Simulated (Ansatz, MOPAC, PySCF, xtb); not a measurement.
Complex: F2H2Si (SMILES F[SiH2]F) (first 5 atoms) with HF (SMILES F); geometry from B3LYP-D3(BJ)/def2-TZVP, rigid monomers moved along the line of their centres of mass till F3···H7 is 1.68 Å.
(charge 0, multiplicity 1):
```xyz
7

F      0.657     0.016    -1.451
Si     0.079    -0.388    -0.027
F      0.650     0.690     1.024
H     -1.382    -0.264    -0.048
H      0.606    -1.704     0.350
F     -0.319    -0.025     3.251
H      0.158     0.454     2.611
```

Counterpoise-corrected where a basis set is named; no monomer relaxation.

Rows in 6-31G* carry no dispersion term and start afresh at each structure (6-31G* with six Cartesian d functions). The state that PM6 reach isn't checked.

Programs: Ansatz (Gaussian basis) for Hartree–Fock, density functionals and correlated methods; MOPAC for PM6 (differences of heats of formation); PySCF for 6-31G* rows; xtb for the GFN methods. Values without a source in brackets are computed.

Question: One of these levels gives -8.4 kJ/mol for the interaction energy. Which?
A. PBE/def2-TZVPPD
B. GFN-FF
C. HF/6-31G*
D. PM6

Answer: C, HF/6-31G*. The others give -16.2 (GFN-FF), 26.3 (PM6), -11.0 (PBE/def2-TZVPPD)

Ansatz is an electronic-structure program.
